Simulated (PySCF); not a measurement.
Te(F)(Cl), ClFTe, SMILES F[Te]Cl (PBE0/def2-SVP optimised geometry):

```
3

Te    -0.799    -1.163     0.000
F      1.135    -1.163     0.000
Cl    -1.135     1.163     0.000
```

Calculation: PBE0/def2-TZVP, def2 effective core potentials past Kr (PySCF).

Problem. What are the frontier orbital energies and the dipole moment?

Solution. HOMO-2 -10.02 eV, HOMO-1 -9.81 eV, HOMO -6.76 eV, LUMO -2.84 eV, LUMO+1 -2.57 eV; dipole moment 2.54 D.
